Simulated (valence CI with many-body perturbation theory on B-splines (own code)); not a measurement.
## Bi LII in three bases

Computed by configuration interaction combined with many-body perturbation theory (CI+MBPT): four valence electrons over a frozen Dirac-Fock core [Ar] 3d10, a basis of 9 s, 9 p, 8 d, 6 f, 3 g, 1 h functions for each j, with the one-electron correlation potential Σ1, the two-electron term Σ2, the three-electron term Σ3, Breit, model QED; selected CI, second order for the rest, scaled by the run's own slope (own B-spline code, finite nucleus).

No measured spectrum was set against this ion. As an estimate, large intervals hold to a few tenths of a per cent, small ones and those within an open d or f shell to about a per cent.

The reference run has the lowest level (4s^2 4p1/2^2) J=0 and an ionisation energy of 3080.27 eV. Its largest variational space holds 20000 state functions.

Levels are named by their leading jj configuration (3d3/2^4 stands for four electrons in 3d with j = 3/2), which in mixed levels can hold well under half, so a name can repeat and another be missing. Letters in brackets count levels of one name in rising energy.

Changed runs:
A. basis 6 s, 6 p, 5 d, 3 f, 1 g
B. basis 5 s, 5 p, 4 d, 2 f

Excitation energies of the reference run in cm⁻¹, and shifts in cm⁻¹:

```
                     Level  Reference       A      B
    (4s^2 4p1/2 4p3/2) J=1    1394720    -142   -492
    (4s^2 4p1/2 4p3/2) J=2    1435440     -25    -17
    (4s 4p1/2^2 4p3/2) J=2    2364450    -150   -457
    (4s 4p1/2^2 4p3/2) J=1    2503650     -10   +123
        (4s^2 4p3/2^2) J=2    2861330    -136   -377
    (4s^2 4p1/2 4d3/2) J=2    2888120     -19   +240
        (4s^2 4p3/2^2) J=0    2949080    -4.1   +128
    (4s^2 4p1/2 4d3/2) J=1    3066710    +274  +1545
    (4s^2 4p1/2 4d5/2) J=2    3276330    -6.9   +354
    (4s^2 4p1/2 4d5/2) J=3    3285430    +122   +925
(4s 4p1/2 4p3/2^2) J=2 [a]    3729200    -261   -789
    (4s 4p1/2 4p3/2^2) J=3    3811260    -130   -290
    Ionisation energy (eV)    3080.27  -0.044  -0.16
```
